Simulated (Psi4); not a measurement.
disilylmethane (CH8Si2), singlet, at a GFN2-xTB geometry; CAM-B3LYP/def2-SV(P) (Psi4).

Here is a job for Psi4.
```
memory 2 GB

molecule mol {
0 1
  Si    1.469501    0.675243   -0.004315
  C     0.249959   -0.773362   -0.140745
  Si   -1.582865   -0.324499    0.068147
  H     2.839701    0.182994   -0.185178
  H     1.181014    1.668952   -1.040543
  H     1.358676    1.297376    1.316715
  H     0.513805   -1.524899    0.604684
  H     0.384534   -1.254531   -1.110514
  H    -1.982528    0.632796   -0.965442
  H    -1.804865    0.261220    1.391816
  H    -2.402995   -1.534148   -0.060719
}

set basis def2-sv(p)
set reference rks
set scf_type cd

energy('cam-b3lyp')
print_variables()
```

Write the output that Psi4 gives for this input, abridged.


```
   => Loading Basis Set <=

    Name: DEF2-SV(P)
    Role: ORBITAL
    Keyword: BASIS

Traceback (most recent call last):
  File "psi4", line 375, in <module>
  File "<string>", line 33, in <module>
  File "site-packages/psi4/driver/driver.py", line 533, in energy
  File "site-packages/psi4/driver/procrouting/proc.py", line 2760, in run_scf
  File "site-packages/psi4/driver/procrouting/proc.py", line 1939, in scf_helper
  File "site-packages/psi4/driver/procrouting/proc.py", line 1433, in scf_wavefunction_factory
  File "site-packages/psi4/driver/procrouting/proc.py", line 1397, in build_functional_and_disp
  File "site-packages/psi4/driver/procrouting/dft/superfunctionals.py", line 135, in build_superfunctional

psi4.driver.p4util.exceptions.ValidationError: SCF: SCF_TYPE (CD) not supported for range-separated functionals, plese use SCF_TYPE = 'DF' to automatically select the correct JK build.

Printing out the relevant lines from the Psithon --> Python processed input file:
    ""","mol")
    core.IO.set_default_namespace("mol")
    core.set_global_option("BASIS", "def2-sv(p)")
    core.set_global_option("REFERENCE", "rks")
    core.set_global_option("SCF_TYPE", "cd")
--> energy('cam-b3lyp')
    print_variables()

!----------------------------------------------------------------------------------!
!                                                                                  !
!  SCF: SCF_TYPE (CD) not supported for range-separated functionals, plese use     !
!     SCF_TYPE = 'DF' to automatically select the correct JK build.                !
!                                                                                  !
!----------------------------------------------------------------------------------!
```

The input was rejected before any calculation.
